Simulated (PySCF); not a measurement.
CH4AlO (SMILES [CH3][Al][OH]), doublet, geometry from GFN2-xTB (such geometries of metal compounds can be far from the true shape) (the spin is typed, not shown lowest); CCSD(T)/6-31G* in PySCF.

Here is a job for PySCF.
```python
from pyscf import gto, scf, cc

mol = gto.M(
    atom='''
Al    0.48113125   -0.04877740    0.11465126
C    -0.38584918    1.34753615   -1.09815693
H    -1.11963430    1.95868395   -0.56673388
H    -0.89773264    0.89432897   -1.95075957
H     0.37807063    2.02131952   -1.49383572
O    -0.20697998   -1.29160769    0.96009771
H    -0.64447510   -1.99258163    1.42902268
''',
    basis='6-31g*',
    spin=1,
    verbose=4,
)

mf = scf.UHF(mol)
mf.kernel()

mycc = cc.CCSD(mf)
mycc.kernel()
et = mycc.ccsd_t()
print('E(CCSD(T)) = %.10f' % (mycc.e_tot + et))
```

### Question
Predict the main parts of the log of this PySCF run.

### Answer

```
PySCF version 2.14.0

[INPUT] verbose = 4
[INPUT] num. atoms = 7
[INPUT] num. electrons = 31
[INPUT] charge = 0
[INPUT] spin (= nelec alpha-beta = 2S) = 1
[INPUT] symmetry False subgroup None
[INPUT] Mole.unit = angstrom
[INPUT] Symbol           X                Y                Z      unit          X                Y                Z       unit  Magmom
[INPUT]  1 Al     0.481131250000  -0.048777400000   0.114651260000 AA    0.909206292470  -0.092175927068   0.216659481236 Bohr   0.0
[INPUT]  2 C     -0.385849180000   1.347536150000  -1.098156930000 AA   -0.729149275588   2.546474266451  -2.075215839493 Bohr   0.0
[INPUT]  3 H     -1.119634300000   1.958683950000  -0.566733880000 AA   -2.115802186669   3.701376230081  -1.070971818712 Bohr   0.0
[INPUT]  4 H     -0.897732640000   0.894328970000  -1.950759570000 AA   -1.696468822683   1.690036818564  -3.686401322174 Bohr   0.0
[INPUT]  5 H      0.378070630000   2.021319520000  -1.493835720000 AA    0.714449946442   3.819740303037  -2.822940385892 Bohr   0.0
[INPUT]  6 O     -0.206979980000  -1.291607690000   0.960097710000 AA   -0.391135475468  -2.440784794482   1.814321724722 Bohr   0.0
[INPUT]  7 H     -0.644475100000  -1.992581630000   1.429022680000 AA   -1.217881433102  -3.765433561539   2.700461490992 Bohr   0.0

nuclear repulsion = 89.9949616433939
number of shells = 28
number of NR pGTOs = 121
number of NR cGTOs = 54
basis = 6-31g*
ecp = {}

******** <class 'pyscf.scf.uhf.UHF'> ********
method = UHF
initial guess = minao
damping factor = 0
level_shift factor = 0
DIIS = <class 'pyscf.scf.diis.CDIIS'>
diis_start_cycle = 1
diis_space = 8
diis_damp = 0
SCF conv_tol = 1e-09
SCF conv_tol_grad = None
SCF max_cycles = 50
direct_scf = True
direct_scf_tol = 1e-13
number electrons alpha = 16  beta = 15
Set gradient conv threshold to 3.16228e-05
init E= -356.923056760905

cycle= 1 E= -356.878760017318  delta_E= 0.0443  |g|= 0.399  |ddm|= 1.61
cycle= 2 E= -356.937424599462  delta_E= -0.0587  |g|= 0.262  |ddm|= 0.504
cycle= 3 E= -356.965986378922  delta_E= -0.0286  |g|= 0.0406  |ddm|= 0.195
cycle= 4 E= -356.969438917489  delta_E= -0.00345  |g|= 0.0138  |ddm|= 0.146
cycle= 5 E= -356.970086789474  delta_E= -0.000648  |g|= 0.00691  |ddm|= 0.0631
cycle= 6 E= -356.970261652859  delta_E= -0.000175  |g|= 0.00342  |ddm|= 0.0334
cycle= 7 E= -356.970300375909  delta_E= -3.87e-05  |g|= 0.00144  |ddm|= 0.0149
cycle= 8 E= -356.970305911326  delta_E= -5.54e-06  |g|= 0.000646  |ddm|= 0.00473
cycle= 9 E= -356.970307051076  delta_E= -1.14e-06  |g|= 0.000231  |ddm|= 0.00253
cycle= 10 E= -356.970307187087  delta_E= -1.36e-07  |g|= 9.77e-05  |ddm|= 0.00085
cycle= 11 E= -356.970307211284  delta_E= -2.42e-08  |g|= 2.99e-05  |ddm|= 0.000422
cycle= 12 E= -356.970307213151  delta_E= -1.87e-09  |g|= 1.16e-05  |ddm|= 0.0001
cycle= 13 E= -356.970307213423  delta_E= -2.71e-10  |g|= 4.43e-06  |ddm|= 3.58e-05
Extra cycle  E= -356.970307213444  delta_E= -2.17e-11  |g|= 2.78e-06  |ddm|= 7.24e-06
converged SCF energy = -356.970307213444  <S^2> = 0.75793773  2S+1 = 2.007922

******** <class 'pyscf.cc.uccsd.UCCSD'> ********
CC2 = 0
CCSD nocc = (np.int64(16), np.int64(15)), nmo = (54, 54)
max_cycle = 50
direct = 0
conv_tol = 1e-07
conv_tol_normt = 1e-06
diis_space = 6
diis_start_cycle = 0
diis_start_energy_diff = 1e+09
Init t2, MP2 energy = -0.360995268124534
Init E_corr(UCCSD) = -0.360995268130584
cycle = 1  E_corr(UCCSD) = -0.374014241207328  dE = -0.0130189731  norm(t1,t2) = 0.0806169
cycle = 2  E_corr(UCCSD) = -0.383331831471548  dE = -0.00931759026  norm(t1,t2) = 0.0268386
cycle = 3  E_corr(UCCSD) = -0.384799117999071  dE = -0.00146728653  norm(t1,t2) = 0.0165161
cycle = 4  E_corr(UCCSD) = -0.387130102742817  dE = -0.00233098474  norm(t1,t2) = 0.00828807
cycle = 5  E_corr(UCCSD) = -0.386949944611298  dE = 0.000180158132  norm(t1,t2) = 0.00286545
cycle = 6  E_corr(UCCSD) = -0.386877245388243  dE = 7.26992231e-05  norm(t1,t2) = 0.00107515
cycle = 7  E_corr(UCCSD) = -0.386907409011408  dE = -3.01636232e-05  norm(t1,t2) = 0.000461126
cycle = 8  E_corr(UCCSD) = -0.386915360903232  dE = -7.95189182e-06  norm(t1,t2) = 0.000149084
cycle = 9  E_corr(UCCSD) = -0.386914476897933  dE = 8.84005299e-07  norm(t1,t2) = 5.90962e-05
cycle = 10  E_corr(UCCSD) = -0.386913806538228  dE = 6.70359705e-07  norm(t1,t2) = 2.29617e-05
cycle = 11  E_corr(UCCSD) = -0.386913727271749  dE = 7.92664785e-08  norm(t1,t2) = 7.57363e-06
cycle = 12  E_corr(UCCSD) = -0.386913527132015  dE = 2.00139734e-07  norm(t1,t2) = 3.0107e-06
cycle = 13  E_corr(UCCSD) = -0.386913465646914  dE = 6.14851011e-08  norm(t1,t2) = 1.27517e-06
cycle = 14  E_corr(UCCSD) = -0.386913438810677  dE = 2.68362373e-08  norm(t1,t2) = 6.38136e-07
UCCSD converged
E(UCCSD) = -357.357220652255  E_corr = -0.3869134388106769
UCCSD(T) correction = -0.00813119196674345
E(CCSD(T)) = -357.3653518442
```
